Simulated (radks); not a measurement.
The silicon anion Si4-, [Ar], held by a Watson sphere: a shell of charge +4 at radius R that stands for the Madelung well of a crystal (potential energy -4/R inside, -4/r outside, in hartree with lengths in bohr). All-electron calculation, non-relativistic Kohn-Sham, LDA (Slater exchange, VWN5 correlation), spin-unpolarised, spherical densities, point nucleus. Program: a radial shooting solver on a logarithmic mesh with Libxc functionals. Response by self-consistent Sternheimer equations with the Hartree and adiabatic LDA kernel. The sphere does not respond.

R (bohr) = 1.9: e(2p) (eV) -93.612; e(3s) (eV) -15.775; e(3p) (eV) -8.194; <r> 3p (bohr) 2.339; sum of <r^2> (bohr^2) 50.71; X-ray form factor at sin(theta)/lambda = 0.2 1/angstrom 10.395; alpha (bohr^3) 31.28
R (bohr) = 1.92: e(2p) (eV) -93.487; e(3s) (eV) -15.693; e(3p) (eV) -8.158; <r> 3p (bohr) 2.349; sum of <r^2> (bohr^2) 51.10; X-ray form factor at sin(theta)/lambda = 0.2 1/angstrom 10.371; alpha (bohr^3) 31.71
R (bohr) = 1.94: e(2p) (eV) -93.370; e(3s) (eV) -15.612; e(3p) (eV) -8.122; <r> 3p (bohr) 2.359; sum of <r^2> (bohr^2) 51.49; X-ray form factor at sin(theta)/lambda = 0.2 1/angstrom 10.348; alpha (bohr^3) 32.15
R (bohr) = 2.15: e(2p) (eV) -92.506; e(3s) (eV) -14.768; e(3p) (eV) -7.727; <r> 3p (bohr) 2.470; sum of <r^2> (bohr^2) 55.83; X-ray form factor at sin(theta)/lambda = 0.2 1/angstrom 10.122; alpha (bohr^3) 37.33
R (bohr) = 2.28: e(2p) (eV) -92.216; e(3s) (eV) -14.266; e(3p) (eV) -7.474; <r> 3p (bohr) 2.540; sum of <r^2> (bohr^2) 58.67; X-ray form factor at sin(theta)/lambda = 0.2 1/angstrom 9.997; alpha (bohr^3) 41.09
R (bohr) = 2.78: e(2p) (eV) -91.930; e(3s) (eV) -12.540; e(3p) (eV) -6.504; <r> 3p (bohr) 2.813; sum of <r^2> (bohr^2) 70.46; X-ray form factor at sin(theta)/lambda = 0.2 1/angstrom 9.644; alpha (bohr^3) 60.05
R (bohr) = 3.1: e(2p) (eV) -92.021; e(3s) (eV) -11.623; e(3p) (eV) -5.924; <r> 3p (bohr) 2.989; sum of <r^2> (bohr^2) 78.63; X-ray form factor at sin(theta)/lambda = 0.2 1/angstrom 9.516; alpha (bohr^3) 76.76
R (bohr) = 3.26: e(2p) (eV) -92.085; e(3s) (eV) -11.217; e(3p) (eV) -5.652; <r> 3p (bohr) 3.078; sum of <r^2> (bohr^2) 82.88; X-ray form factor at sin(theta)/lambda = 0.2 1/angstrom 9.475; alpha (bohr^3) 86.75
R (bohr) = 3.65: e(2p) (eV) -92.236; e(3s) (eV) -10.367; e(3p) (eV) -5.046; <r> 3p (bohr) 3.295; sum of <r^2> (bohr^2) 93.73; X-ray form factor at sin(theta)/lambda = 0.2 1/angstrom 9.429; alpha (bohr^3) 116.6
